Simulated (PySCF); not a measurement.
Work out the structure from these simulated measurements.

Formula: C8H20P; charge +1.

* NMR, other nuclei: isotropic shieldings of nuclei other than C and H, by class: 310 (1 P) ppm [GIAO KT2/pcSseg-1]
* XPS: P2p3/2 141.9, C1s 294.7 (×4), C1s 295.1 (×4), P1s 2155.6 eV [ΔSCF SCAN, pcX-2 on the ionised atom, pcseg-1 elsewhere, spin-free X2C, 2p3/2 from a spin–orbit splitting computed afterwards within the 2p shell]
* Rotational structure: rotational constants A, B, C: 1.264, 1.254, 0.807 GHz [PBE0-D3(BJ)/def2-SVP]
* 1H NMR: chemical shifts (computed TMS as zero) by class: 1.91 (8 H), 1.31 (12 H) ppm [GIAO KT2/pcSseg-1]
* 13C NMR: chemical shifts (computed TMS as zero) by class: 14.1 (4 C), 6.1 (4 C) ppm [GIAO KT2/pcSseg-1]

Electronic properties: PySCF, gas phase, density fitting. Levels stand in brackets. Geometry: PBE0-D3(BJ)/def2-SVP, one conformer, isolated ion. Each NMR value is the plain mean over a class of atoms that symmetry, rotation or inversion makes alike.

Q: What is the compound? Reason from the data.

A: Numbering: `[CH3:1][CH2:2][P+:3]([CH2:4][CH3:5])([CH2:6][CH3:7])[CH2:8][CH3:9]`. 8 carbons fall into 2 classes; from least to most shielded: sp3 carbon bound to phosphorus [C2/C4/C6/C8] (14.1 ppm, 4 C), methyl carbon [C1/C5/C7/C9] (6.1 ppm, 4 C). Hydrogen classes from least to most shielded: 8 H on 4 like atoms (sp3 carbon bound to phosphorus), C2/C4/C6/C8 (1.91 ppm), 12 H on 4 methyl carbons, C1/C5/C7/C9 (1.31 ppm, a mean of values up to 0.9 ppm apart in this geometry). The other shieldings belong to: 310 ppm, phosphonium phosphorus [P3]. The core levels belong to: P2p3/2 141.9 eV, phosphonium phosphorus [P3]; C1s 294.7 eV, methyl carbon [C1/C5/C7/C9]; C1s 295.1 eV, sp3 carbon bound to phosphorus [C2/C4/C6/C8]; P1s 2155.6 eV, phosphonium phosphorus [P3]. One atom of each topological class was ionised and stands for its class. By its constants the optimised geometry is a nearly oblate symmetric top. Structure: `CC[P+](CC)(CC)CC`. Computed isomers that give other values at the same levels: `CC[P+](C)(CC)C(C)C` (rotational constant A: 1.507 GHz; this holds for the one conformer computed). The assignments are read from this structure; whether some other isomer fits the data as well wasn't checked.

The values belong to the conformer `[CH3:1][CH2:2][P+:3]([CH2:4][CH3:5])([CH2:6][CH3:7])[CH2:8][CH3:9]`: C1–C2–P3–C4 -179°, C2–P3–C4–C5 179°, C2–P3–C6–C7 61°, C2–P3–C8–C9 -59°.
